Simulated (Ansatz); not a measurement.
A run of Ansatz (development build ahead of 0.2.0) on doublet C6H5S at this shape:

```yaml
atoms:
  - { symbol: C, position_ang: [1.4000, 0.0000, 0.0000] }
  - { symbol: C, position_ang: [0.7000, 1.2124, 0.0000] }
  - { symbol: C, position_ang: [-0.7000, 1.2124, 0.0000] }
  - { symbol: C, position_ang: [-1.4000, 0.0000, 0.0000] }
  - { symbol: C, position_ang: [-0.7000, -1.2124, 0.0000] }
  - { symbol: C, position_ang: [0.7000, -1.2124, 0.0000] }
  - { symbol: S, position_ang: [3.1200, 0.0000, 0.0000] }
  - { symbol: H, position_ang: [1.2425, 2.1521, 0.0000] }
  - { symbol: H, position_ang: [-1.2425, 2.1521, 0.0000] }
  - { symbol: H, position_ang: [-2.4850, 0.0000, 0.0000] }
  - { symbol: H, position_ang: [-1.2425, -2.1521, 0.0000] }
  - { symbol: H, position_ang: [1.2425, -2.1521, 0.0000] }
```

Its results:

| Quantity | Value |
| --- | --- |
| Converged | yes |
| Total energy | -629.10243 hartree |
| Spin squared of the determinant | 0.774 |
| Stability test | minimum |

Task: Which input gives this output? Name the method, the orbitals and the basis set, and write the input.

Result: PBE0 (unrestricted) in def2-SVP.

```yaml
crystal:
  periodic: [false, false, false]
  atoms:
    - { symbol: C, position_ang: [1.4, 0.0, 0.0] }
    - { symbol: C, position_ang: [0.7, 1.21244, 0.0] }
    - { symbol: C, position_ang: [-0.7, 1.21244, 0.0] }
    - { symbol: C, position_ang: [-1.4, 0.0, 0.0] }
    - { symbol: C, position_ang: [-0.7, -1.21244, 0.0] }
    - { symbol: C, position_ang: [0.7, -1.21244, 0.0] }
    - { symbol: S, position_ang: [3.12, 0.0, 0.0] }
    - { symbol: H, position_ang: [1.2425, 2.15207, 0.0] }
    - { symbol: H, position_ang: [-1.2425, 2.15207, 0.0] }
    - { symbol: H, position_ang: [-2.485, 0.0, 0.0] }
    - { symbol: H, position_ang: [-1.2425, -2.15207, 0.0] }
    - { symbol: H, position_ang: [1.2425, -2.15207, 0.0] }
basis:
  gaussian: { orbitals: def2-SVP }
magnetization:
  spin_polarized: true
  initial_magnetization: 1
hamiltonian:
  xc: pbe0
```
